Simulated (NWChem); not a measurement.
Species: C3H4BFO; SMILES C=C1OCB1F

```xyz
10

C      1.3542    -1.6184     0.0000
C      0.3606    -0.7033     0.0000
O     -1.0104    -0.9861     0.0000
C     -1.4720     0.4172     0.0000
B      0.0652     0.8290     0.0000
F      0.7572     1.9564     0.0000
H      1.1487    -2.7002     0.0000
H      2.3984    -1.2766     0.0000
H     -2.0816     0.6361    -0.9033
H     -2.0816     0.6361     0.9033
```
Atoms are numbered in this order, from 1.

Level: PBE-D3(BJ)/def2-SVP (NWChem), optimised geometry, unscaled harmonic frequencies. 

```json
[
 {"frequency (cm⁻¹)": "141", "IR intensity (km/mol)": "8.0"},
 {"frequency (cm⁻¹)": "238", "IR intensity (km/mol)": "0.6"},
 {"frequency (cm⁻¹)": "240", "IR intensity (km/mol)": "0.6"},
 {"frequency (cm⁻¹)": "432", "IR intensity (km/mol)": "4.8"},
 {"frequency (cm⁻¹)": "478", "IR intensity (km/mol)": "2.5"},
 {"frequency (cm⁻¹)": "567", "IR intensity (km/mol)": "2.2"},
 {"frequency (cm⁻¹)": "689", "IR intensity (km/mol)": "1.0"},
 {"frequency (cm⁻¹)": "727", "IR intensity (km/mol)": "4.5"},
 {"frequency (cm⁻¹)": "820", "IR intensity (km/mol)": "48.1"},
 {"frequency (cm⁻¹)": "825", "IR intensity (km/mol)": "11.9"},
 {"frequency (cm⁻¹)": "861", "IR intensity (km/mol)": "7.3"},
 {"frequency (cm⁻¹)": "941", "IR intensity (km/mol)": "48.1"},
 {"frequency (cm⁻¹)": "969", "IR intensity (km/mol)": "126.5"},
 {"frequency (cm⁻¹)": "1110", "IR intensity (km/mol)": "1.8"},
 {"frequency (cm⁻¹)": "1170", "IR intensity (km/mol)": "161.2"},
 {"frequency (cm⁻¹)": "1212", "IR intensity (km/mol)": "61.8"},
 {"frequency (cm⁻¹)": "1335", "IR intensity (km/mol)": "12.9"},
 {"frequency (cm⁻¹)": "1383", "IR intensity (km/mol)": "15.3"},
 {"frequency (cm⁻¹)": "1450", "IR intensity (km/mol)": "317.1"},
 {"frequency (cm⁻¹)": "1674", "IR intensity (km/mol)": "63.8"},
 {"frequency (cm⁻¹)": "2979", "IR intensity (km/mol)": "18.6"},
 {"frequency (cm⁻¹)": "3036", "IR intensity (km/mol)": "9.9"},
 {"frequency (cm⁻¹)": "3092", "IR intensity (km/mol)": "0.7"},
 {"frequency (cm⁻¹)": "3202", "IR intensity (km/mol)": "0.4"}
]
```

```json
{
  "zero_point_energy": "42.3 kcal/mol",
  "thermal correction to the enthalpy at 298.15 K (with zero-point energy)": "46.5 kcal/mol",
  "heat capacity Cv": "20.6 cal/(mol K)",
  "entropy at 298.15 K and 1 atm (symmetry number 1)": "75.8 cal/(mol K)",
  "dipole_moment": "0.72 D"
}
```

Rigid rotor and harmonic oscillator.
